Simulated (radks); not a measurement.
Question: The iridium ion Ir61+, 16 electrons, occupied as [Ne] 3s2 3p4. Method: Dirac Kohn-Sham, PBE, spin-unpolarised, spherical densities, finite nucleus; open shells fill j = l - 1/2 first; Fermi nuclear charge, rms radius 5.4032 fm; computed with a radial shooting solver on a logarithmic mesh with Libxc functionals.

Spin-orbit splittings of the eigenvalues, e(l+1/2) - e(l-1/2), with zeta = 2 splitting/(2l+1) and mean radii in bohr:

| shell | occ. | splitting (eV) | zeta (eV) | <r> j=l-1/2 | <r> j=l+1/2 |
|---|---|---|---|---|---|
| 2p | 6 | 1661 | 1108 | 0.05952 | 0.06757 |
| 3p | 4 | ? | ? | 0.1654 | 0.1776 |
| 3d | 0 | 102.0 | 40.81 | 0.1520 | 0.1557 |

Estimate the 3p splitting.

Answer: 436.4 eV (zeta = 291.0 eV).
